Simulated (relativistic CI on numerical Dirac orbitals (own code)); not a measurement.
## One change at a time: Hf63+

Base calculation: Dirac-Coulomb-Breit CI, separate exchange-only KLI orbitals for each configuration, model QED (radiative potential, 1s self-energy scaled to tabulated hydrogen-like ionisation energies), unscaled Slater integrals.

Configuration list (outside the closed core 1s2): 2s2 2p5, 2s 2p6, 2p6 3s, 2p6 3p, 2s2 2p4 3s, 2p6 3d, 2s2 2p4 3p, 2s2 2p4 3d, 2s 2p5 3s, 2s 2p5 3p, 2s 2p5 3d, 2s2 2p4 4s, 2s2 2p4 4p, 2s2 2p4 4d, 2s2 2p4 4f, 2s2 2p3 3s2. Levels of other configurations are missing.

Variants: (1) valence Slater integrals scaled by 0.9. Shifts of the energy above 2s2 2p5 2P°_3/2, in eV, for the lowest level and the first level of each name with at least 55 % of one term (blank where a level changes its place among those of its configuration and J or its character, or is not in the variant):

| Level | Base | Δ(1) |
| --- | --- | --- |
| 2s2 2p5 2P°_3/2 | 0.00 | 0.00 |
| 2s2 2p5 2P°_1/2 | 1225.39 | +0.09 |
| 2s 2p6 2S_1/2 | 1685.22 | +0.19 |
| 2s2 2p4 3s 4P_5/2 | 7985.81 | +1.18 |
| 2s2 2p4 3s 2P_3/2 | 7996.51 | +0.15 |
| 2s2 2p4 3s 2S_1/2 | 8048.34 | -3.97 |
| 2s2 2p4 3p 2P°_1/2 | 8175.82 | -3.21 |
| 2s2 2p4 3p 4D°_7/2 | 8459.74 | +1.37 |
| 2s2 2p4 3d 2D_3/2 | 8662.72 | -3.35 |
| 2s2 2p4 3d 4F_9/2 | 8682.55 | +1.56 |
| 2s2 2p4 3d 2P_1/2 | 8696.22 | +0.33 |
| 2s2 2p4 3s 4P_3/2 | 9216.54 | +2.44 |
| 2s2 2p4 3s 2P_1/2 | 9226.01 | +1.49 |
| 2s2 2p4 3s 2D_5/2 | 9236.82 | -0.41 |
| 2s2 2p4 3s 2D_3/2 | 9242.82 | -0.86 |
| 2s 2p5 3s 4P°_5/2 | 9607.04 | +4.78 |
| 2s 2p5 3s 2P°_3/2 | 9634.66 | +2.07 |
| 2s2 2p4 3p 2F°_7/2 | 9707.38 | +0.06 |
| 2s2 2p4 3d 4D_1/2 | 9825.11 | +3.62 |
| 2s2 2p4 3d 4F_5/2 | 9842.57 | +1.48 |
| 2s2 2p4 3d 2G_7/2 | 9849.79 | +0.06 |
| 2s2 2p4 3d 2G_9/2 | 9930.95 | +0.43 |

At this charge energies of transitions that change n are usually good to better than 1 %, and those within a shell (Δn = 0) to a few per cent.

Ionisation energy from the two ground configurations alone: base 14996.1 eV. The NIST ASD value (theoretical) is 14999 eV.

LS names give the leading component of a level, which can be under half, so a name can repeat, a term be missing and a line seem to break the LS rules.
